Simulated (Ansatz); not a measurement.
Consider the redistribution: `C[SiH2]S[SiH2]Cl` + `CO[SiH3]` → `C[SiH2]S[SiH3]` + `CO[SiH2]Cl`.

Isolated molecules relaxed with PBE0-D4/def2-TZVP in Ansatz; ΔE leaves out vibrations. CBS: MP2 limit from def2 TZ/QZ plus the TZ coupled-cluster correction, frozen cores. DFT in def2-TZVPP. B3LYP here is the variant with VWN-RPA as its local correlation; programs differ in this. Each species was taken in one conformer, which may not be the lowest.

| level | ΔE (kJ/mol) |
| --- | --- |
| B3LYP-D4 | -16.5 |
| ωB97M-V | -15.9 |
| B2PLYP | -17.3 |
| r2SCAN | -17.2 |
| PBE0 | -16.6 |
| HF/def2-TZVPP | -20.0 |
| SCS-MP2/def2-TZVPP | -16.0 |
| MP2/CBS(def2) | -14.5 |

Q: What does CCSD(T)/CBS give? (Best estimate.)

A: The calculation gave: -15.8 kJ/mol. The listed levels differ from it by -0.7, -0.1, -1.5, -1.4, -0.8, -4.2, -0.2, 1.3 kJ/mol.

Largest T1 diagnostic among the species: 0.011.

In def2-TZVPP, CCSD(T) changes the Hartree–Fock value by +3.3 kJ/mol (the triples alone add +0.6 kJ/mol) and MP2 by +4.6 kJ/mol.
